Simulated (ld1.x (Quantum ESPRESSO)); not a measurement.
**An all-electron radial function and its pseudo partner (B)**

Columns: radius, all-electron u(r) and pseudo u(r) of the 2s shell (level -14.03 eV) of boron in the configuration [He] 2s2 2p0.5; PBEsol, scalar-relativistic, TM semilocal scheme, ld1.x (Quantum ESPRESSO) 7.5.

```csv
r (bohr),all-electron,pseudo
0.180,0.3184,-0.0745
0.360,0.1490,-0.1606
0.540,-0.1173,-0.2694
0.720,-0.3572,-0.4036
0.900,-0.5392,-0.5456
1.080,-0.6610,-0.6611
1.260,-0.7294,-0.7294
1.440,-0.7553,-0.7553
1.620,-0.7495,-0.7495
1.800,-0.7216,-0.7216
1.980,-0.6792,-0.6792
2.160,-0.6283,-0.6283
2.340,-0.5732,-0.5732
2.520,-0.5171,-0.5171
2.700,-0.4622,-0.4622
2.880,-0.4101,-0.4101
3.060,-0.3616,-0.3616
3.240,-0.3171,-0.3171
3.420,-0.2770,-0.2770
3.600,-0.2411,-0.2411
3.780,-0.2092,-0.2092
3.960,-0.1811,-0.1811
4.140,-0.1564,-0.1564
4.320,-0.1347,-0.1347
4.500,-0.1158,-0.1158
4.680,-0.0994,-0.0994
```

Q: How many radial nodes do the two functions have?

A: The all-electron 2s function has n − l − 1 = 1; the pseudo-wave has 0, since the states of the same l below it are removed with the core.

Q: At about which radius was the pseudo-wave matched?

A: 1.30 bohr. The columns agree to 0.0005 from 1.08 bohr on; several derivatives are matched, so the curves merge somewhat inside the radius.

Q: Is the pseudo-wave norm-conserving?

A: Yes: the TM semilocal scheme keeps the norm inside the radius equal to the all-electron one, which fixes the energy derivative of the logarithmic derivative at the level.
